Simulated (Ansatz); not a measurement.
This geometry of Cl4FHZr (7 atoms, charge 0, multiplicity 1) is a first-order saddle point.

Theory: RKS BHLYP-D4/def2-SVP (Ansatz).

```xyz
7
Properties=species:S:1:pos:R:3
Zr -0.313 0.000 -0.044
F -0.073 0.000 2.038
Cl 2.009 0.000 -0.248
Cl -0.899 1.910 -1.225
Cl -0.899 -1.910 -1.225
Cl -2.561 0.000 1.394
H -1.248 0.000 2.145
```

**Question.** Which two structures does it join? (They come from a converged band through this point; their orientation in space is the band's.)

**Answer.** Bonds broken: Cl6–H7. Bonds formed: F2–H7.

Initial state:

```xyz
7
Properties=species:S:1:pos:R:3
Zr 0.027 0.000 -0.057
F 0.196 0.000 1.836
Cl 2.258 0.000 -0.725
Cl -0.828 1.964 -1.003
Cl -0.828 -1.964 -1.003
Cl -2.724 0.000 1.338
H -2.085 -0.001 2.451
```

Final state:

```xyz
7
Properties=species:S:1:pos:R:3
Zr -0.500 0.000 -0.133
F -0.070 0.002 2.183
Cl 1.848 -0.001 0.021
Cl -0.864 1.875 -1.446
Cl -0.865 -1.875 -1.446
Cl -2.587 0.001 1.137
H -0.946 -0.002 2.520
```

**Question.** How far does it lie above each of them?

**Answer.** 11.9 kcal/mol above the first and 6.1 kcal/mol above the second. This is the barrier of this one path; another mechanism may lie lower. The orbitals stay closed-shell, which can raise the energy where a bond breaks towards radicals; this wasn't checked here.

The run took 3.7 min on 4 threads of Arm Neoverse V2, with other jobs on the host, peak memory 0.35 GiB.
